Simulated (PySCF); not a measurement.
Mapped SMILES: `[CH3:1][P:2]([NH2:3])[c:4]1[cH:5][cH:6][cH:7][c:8]([F:9])[cH:10]1` (H(Xn): hydrogen on atom n).

PySCF 2.14.0 with density-fitted response routines calculation with shieldings: GIAO PBE0/pcSseg-1 and structure optimised with GFN2-xTB; one conformer, one averaged value for each set of equivalent atoms, non-relativistic Hamiltonian, no solvent.

References, each an isolated molecule treated in the same way: TMS for ¹³C (186.93 ppm), ¹H (31.72 ppm); ³¹P (318.38 ppm) vs H3PO4; NH3 for ¹⁵N (267.73 ppm); ¹⁹F (170.95 ppm) against CFCl3.

```tsv
atoms	nucleus	count	δ (ppm)
H(C7)	¹H	1	7.31
H(N3)	¹H	2	?
C7	¹³C	1	121.9
N3	¹⁵N	1	33.3
P2	³¹P	1	22.2
H(C5)	¹H	1	8.57
F9	¹⁹F	1	-117.3
C6	¹³C	1	?
C1	¹³C	1	?
H(C10)	¹H	1	7.45
C10	¹³C	1	124.3
C8	¹³C	1	172.3
H(C1)	¹H	3	?
C4	¹³C	1	156.1
H(C6)	¹H	1	?
C5	¹³C	1	126.5
```

Complete the table.

## Answers


- C6: 135.9 ppm, aromatic CH; the aromatic region
- C1: 27.3 ppm, methyl carbon bonded to P
- H(C6): 7.77 ppm, hydrogen on an aromatic CH; aromatic region
- H(C1): 1.30 ppm, hydrogen on a methyl carbon bonded to P
- H(N3): 0.35 ppm, hydrogen on a nitrogen bonded to P; labile proton, position sensitive to the medium

The OH or NH signal is concentration- and solvent-dependent in practice; the value given is the gas-phase one. Shifts are as computed. Against solution values, carbons near 30 ppm lie about +3 ppm off and those near 130 ppm about +5 ppm. Of 1211 compounds with measured shifts, 218 miss one by over three times the rms of a fit or turn the order of signals round; such compounds aren't used in these exercises. Unscaled 19F shifts against computed CFCl3 carry errors that often reach 10 to 50 ppm. Experimental scales use liquid or dissolved standards, which lie at an offset from isolated NH3 (liquid NH3: subtract about 20 ppm) and H3PO4.
